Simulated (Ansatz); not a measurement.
Diatomic LuGe, multiplicity 4 (lowest of 2S+1 = 2, 4 at PBE0/def2-TZVPP; our sources give no spin for the ground state, which may be another). No spin–orbit coupling. Ge is treated without relativity.

Seven points along R, fitted to fifth degree in 1/R; most abundant isotopes. In def2 and cc sets the state is the lowest found near the PBE0 minimum, followed along R.

Run with Ansatz (Gaussian basis) for Hartree–Fock, density functionals and correlated methods. Each number belongs to the level named beside it. In def2 rows elements past Kr take small-core potentials, without spin–orbit coupling.

Energies at BHLYP/def2-TZVPP:

```json
[
 {"R (Å)": "2.525822", "E (hartree)": "-3312.33393022"},
 {"R (Å)": "2.593721", "E (hartree)": "-3312.33792918"},
 {"R (Å)": "2.656187", "E (hartree)": "-3312.34004721"},
 {"R (Å)": "2.726802", "E (hartree)": "-3312.34099110"},
 {"R (Å)": "2.797416", "E (hartree)": "-3312.34070776"},
 {"R (Å)": "2.878894", "E (hartree)": "-3312.33920219"},
 {"R (Å)": "2.973952", "E (hartree)": "-3312.33626444"}
]
```

Problem. With a reduced mass of 51.9639 u, find the minimum, the force constant and the constants.

Solution. A fifth-degree polynomial in 1/R puts the minimum at r_e = 2.7435 Å with force constant 101 N/m. Then ω_e = (1/2πc)√(k/μ) = 182 cm⁻¹ and B_e = h/(8π²cμr_e²) = 0.04310 cm⁻¹; the cubic and quartic terms give α_e = 0.00013 and ω_e x_e = 0.40 cm⁻¹.

Ansatz is an electronic-structure program.
